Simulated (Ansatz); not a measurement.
`[SiH3][N]([SiH3])[GeH3]` + `CC#CS` → `CC#C[S][GeH3]` + `[SiH3]N[SiH3]`  (ligand exchange at a Ge–N bond)

Gas-phase electronic energies from Ansatz, PBE0-D4/def2-TZVP geometries. CCSD(T)/CBS is the MP2 limit (def2-TZVPP, def2-QZVPP) plus CCSD(T) − MP2 in def2-TZVPP, frozen cores. This one scheme is used for every species. DFT in def2-TZVPP. For Ge outer-core shells are correlated without core-valence functions, which leaves a few kJ/mol of doubt a bond. Scalar relativity is left out up to krypton. One conformer a species, not always the lowest.

`[SiH3][N]([SiH3])[GeH3]`:

```xyz
13

Si   -1.119    0.435    1.295
N    -0.078   -0.032   -0.003
Si   -0.620   -0.353   -1.611
Ge    1.750   -0.088    0.321
H    -0.981    1.878    1.637
H    -2.526    0.171    0.898
H    -0.791   -0.342    2.523
H    -0.555    0.850   -2.488
H     0.260   -1.392   -2.215
H    -2.024   -0.839   -1.582
H     2.012    0.737    1.591
H     2.477    0.522   -0.889
H     2.194   -1.546    0.524
```

`CC#CS`:

```xyz
8

C    -0.684    1.070    0.778
C     0.061    0.120   -0.022
C     0.674   -0.676   -0.688
S     1.612   -1.672   -1.665
H    -0.557    2.082    0.385
H    -0.351    1.068    1.820
H    -1.752    0.841    0.761
H     0.997   -2.832   -1.369
```

`CC#C[S][GeH3]`:

Cartesian coordinates in Å:
```
C -0.435 2.449 -0.604
C 0.283 1.206 -0.412
C 0.884 0.171 -0.253
S 1.773 -1.241 -0.052
Ge 0.101 -2.525 0.703
H -0.392 2.774 -1.646
H -1.488 2.330 -0.335
H -0.021 3.246 0.019
H -0.444 -1.913 1.999
H -0.991 -2.594 -0.371
H 0.731 -3.903 0.953
```

`[SiH3]N[SiH3]`:

Cartesian coordinates in Å:
```
Si -1.199 0.984 0.178
N -0.349 -0.445 -0.284
Si 1.322 -0.826 -0.085
H -0.186 1.991 0.581
H -2.132 0.753 1.316
H -2.010 1.509 -0.955
H -0.919 -1.183 -0.674
H 2.010 0.414 0.354
H 1.914 -1.306 -1.363
H 1.549 -1.891 0.932
```

```tsv
level	ΔE (kJ/mol)
PBE0-D4	-43.3
ωB97X-V	-36.8
PBE	-48.7
r2SCAN	-43.4
SCS-MP2/def2-TZVPP	-33.1
CCSD/def2-TZVPP	-32.4
MP2/def2-QZVPP	-36.1
HF/CBS(def2)	-39.4
```

Question: What does CCSD(T)/CBS give? (An estimate is asked.)

Answer: Computed: -34.4 kJ/mol. The listed levels differ from it by -8.9, -2.4, -14.3, -9.0, 1.3, 2.0, -1.7, -5.0 kJ/mol.

Largest T1 diagnostic among the species: 0.012.

In def2-TZVPP, CCSD(T) changes the Hartree–Fock value by +8.0 kJ/mol (the triples alone add +0.3 kJ/mol) and MP2 by +5.1 kJ/mol. The D4 term adds +6.4 kJ/mol with B3LYP and +3.5 kJ/mol with PBE0; it sums over pairs of atoms, weighted by their polarisabilities, and B3LYP, whose exchange is more repulsive, gets the larger term.

B3LYP here is the variant with VWN-RPA as its local correlation; programs differ in this.
